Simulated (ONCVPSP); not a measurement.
# neon (Ne): one change to an ONCV potential, before and after

| Item | Value |
| --- | --- |
| Element | neon |
| Generator | ONCVPSP 4.0.1 |
| Type | optimised norm-conserving Vanderbilt (ONCV) |
| Functional | BLYP |
| Relativity | scalar-relativistic |
| Frozen core | [He] |
| Valence charge | 8 |
| Reference configuration | 2s2 2p4 (charge +2) |
| Partial waves | 2s: rc 0.60 bohr, ncon 4, nbas 7, qcut 9.4 1/bohr, 1 projector; 2p: rc 1.10 bohr, ncon 3, nbas 6, qcut 10.6 1/bohr, 1 projector |
| Local potential | polynomial inside 0.55 bohr (lpopt 5, dvloc0 0 Ha) |
| Core correction | polynomial model core, fcfact 0.2 |

Change: s: qcut 6; p: qcut 6.7.

Cutoffs: the cutoffs (Ha) at which the residual kinetic energy of the hardest occupied pseudo-wave falls to 1 and 0.1 mHa per electron; they do not see the model core or the augmentation charge, which bear on the density cutoff. Errors are all-electron minus pseudo energies relative to the spin-unpolarised reference configuration.

Problem. What does the change do?

Solution. Of the 4 tests that both files solve, the error grows in 4 and shrinks in 0 by more than 15 % and 0.3 meV (median size 118.0 → 301.2 meV); neither file shows a bound ghost.

| quantity | base | changed |
| --- | --- | --- |
| cutoffs, loose and tight | 255 Ha, 326 Ha | not determined |
| bound ghosts | none | none |
| GHOST(+) flags under 300 eV | none | none |
| error for 2s2 2p6, meV [ΔE -65.79 eV] | +132 | +351 |
| error for 2s2 2p5, meV [ΔE -43.29 eV] | +63 | +161 |
| error for 2s2 2p3, meV [ΔE 67.48 eV] | +150 | +332 |
| error for 2s2 2p5.5, meV [ΔE -56.91 eV] | +104 | +270 |
| s: phases at 0.61 bohr within 0.05 rad from the reference energy up to (Ha; the scan ends near 5) | to the end of the scan | to the end of the scan |
| p: phases at 1.12 bohr within 0.05 rad from the reference energy up to (Ha; the scan ends near 5) | 1.4 | 0.6 |
| rms error of d²Exc/dni dnj with the model core, mHa | 2.85 | 2.66 |
